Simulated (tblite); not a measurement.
Compound: C4H14BGeN.
Atom-mapped SMILES: `[BH2:1][N:2]([CH3:3])[GeH2:4][CH:5]([CH3:6])[CH3:7]` (hydrogens: H8, H9 on B1; H10, H11, H12 on C3; H13, H14 on Ge4; H15 on C5; H16, H17, H18 on C6; H19, H20, H21 on C7)

Computed with GFN2-xTB (tblite), gas phase: L-BFGS steps from a force-field or distance-geometry start until the largest atomic force falls under 0.01 eV/Å.

Step 104: E = -593.4713 eV
```
atom  x, y, z in Å  |  force x, y, z in eV/Å
B1      2.4213   -0.3944   -1.5237   -0.047  -0.005   0.007
N2      1.7609   -0.1356   -0.3315    0.008   0.003   0.013
C3      2.1158   -0.8107    0.9064    0.006  -0.021   0.001
Ge4     0.3536    1.0628   -0.1131    0.033  -0.009   0.001
C5     -1.2376    0.1618    0.7178    0.003   0.000   0.000
C6     -2.3594    1.1692    0.9388   -0.001   0.000  -0.007
C7     -1.7089   -1.0168   -0.1251    0.011   0.006  -0.001
H8      2.0817    0.1791   -2.4887   -0.011  -0.009   0.020
H9      3.2954   -1.1764   -1.5477    0.023   0.002  -0.007
H10     2.2110   -0.0855    1.7220    0.005  -0.011  -0.012
H11     3.0603   -1.3409    0.7971   -0.001   0.025  -0.009
H12     1.3473   -1.5377    1.1884   -0.007   0.016   0.005
H13     0.8743    2.1357    0.8313    0.001   0.014   0.005
H14     0.0970    1.6852   -1.4578   -0.009  -0.007  -0.008
H15    -0.9194   -0.2125    1.6974   -0.001  -0.012   0.001
H16    -2.7207    1.5490   -0.0148   -0.012   0.004  -0.009
H17    -3.1949    0.7073    1.4630    0.000  -0.004  -0.004
H18    -2.0064    2.0147    1.5275   -0.002  -0.011   0.011
H19    -0.8864   -1.7059   -0.3171   -0.011  -0.003  -0.004
H20    -2.5050   -1.5646    0.3794    0.002   0.025  -0.005
H21    -2.0890   -0.6672   -1.0841    0.011  -0.003   0.002
```

Step 105: E = -593.4716 eV
```
atom  x, y, z in Å  |  force x, y, z in eV/Å
B1      2.4164   -0.3974   -1.5249   -0.051  -0.013   0.021
N2      1.7603   -0.1356   -0.3309    0.006  -0.001   0.017
C3      2.1184   -0.8085    0.9072    0.005  -0.027   0.004
Ge4     0.3543    1.0633   -0.1095    0.031  -0.009  -0.012
C5     -1.2379    0.1614    0.7187    0.012   0.010   0.001
C6     -2.3599    1.1688    0.9382   -0.003   0.000  -0.007
C7     -1.7073   -1.0158   -0.1272    0.012   0.015   0.003
H8      2.0700    0.1719   -2.4898   -0.003  -0.008   0.015
H9      3.2909   -1.1792   -1.5481    0.020   0.007  -0.015
H10     2.2085   -0.0835    1.7232    0.009  -0.004  -0.010
H11     3.0655   -1.3338    0.7986    0.008   0.025  -0.010
H12     1.3548   -1.5406    1.1896   -0.014   0.018  -0.002
H13     0.8793    2.1333    0.8355   -0.003   0.017   0.006
H14     0.0964    1.6864   -1.4541   -0.007  -0.006  -0.001
H15    -0.9205   -0.2140    1.6980   -0.006  -0.014   0.004
H16    -2.7194    1.5480   -0.0164   -0.013   0.007  -0.010
H17    -3.1969    0.7070    1.4604    0.003  -0.003  -0.001
H18    -2.0082    2.0149    1.5272   -0.004  -0.017   0.009
H19    -0.8836   -1.7038   -0.3188   -0.024  -0.007   0.001
H20    -2.5057   -1.5626    0.3749    0.012   0.018  -0.012
H21    -2.0844   -0.6635   -1.0865    0.009  -0.007   0.001
```

Task: Estimate the geometry and energy of step 106. (The exact step hangs on the optimiser's Hessian estimate; all steps are aligned on step 105, rigid shifts and turns removed.)

Result: E = -593.4719 eV, largest force 0.058 eV/Å
```
atom  x, y, z in Å  |  force x, y, z in eV/Å
B1      2.4081   -0.4030   -1.5265   -0.039  -0.024   0.036
N2      1.7592   -0.1358   -0.3297    0.006  -0.009   0.013
C3      2.1215   -0.8060    0.9085    0.006  -0.028   0.008
Ge4     0.3558    1.0642   -0.1046    0.018   0.000  -0.020
C5     -1.2378    0.1613    0.7201    0.021   0.020   0.000
C6     -2.3608    1.1682    0.9372   -0.004   0.000  -0.007
C7     -1.7042   -1.0138   -0.1302    0.011   0.023   0.005
H8      2.0546    0.1611   -2.4914    0.002  -0.005   0.008
H9      3.2842   -1.1840   -1.5495    0.007   0.016  -0.021
H10     2.2042   -0.0806    1.7249    0.012   0.000  -0.008
H11     3.0733   -1.3224    0.8006    0.015   0.019  -0.009
H12     1.3645   -1.5452    1.1908   -0.015   0.020  -0.008
H13     0.8855    2.1307    0.8421   -0.007   0.016   0.003
H14     0.0954    1.6893   -1.4485   -0.003  -0.006   0.007
H15    -0.9218   -0.2161    1.6991   -0.013  -0.011   0.003
H16    -2.7180    1.5467   -0.0185   -0.010   0.009  -0.008
H17    -3.1993    0.7061    1.4567    0.007  -0.003   0.001
H18    -2.0111    2.0149    1.5268   -0.006  -0.022   0.008
H19    -0.8792   -1.7004   -0.3212   -0.034  -0.014   0.008
H20    -2.5054   -1.5598    0.3685    0.020   0.007  -0.019
H21    -2.0776   -0.6586   -1.0899    0.005  -0.007  -0.001
```

The energy changes by -0.0004 eV. The first-order estimate −F·Δx gives -0.0005 eV and the mean of the old and new forces, exact on a quadratic surface, -0.0004 eV. The step makes an angle of 82° with the force vector and moves no atom by more than 0.019 Å.

What follows is the cost of the whole relaxation. Hardware: one thread of an Arm Neoverse V2, no GPU, shared host. Cost: 1.2 s wall.
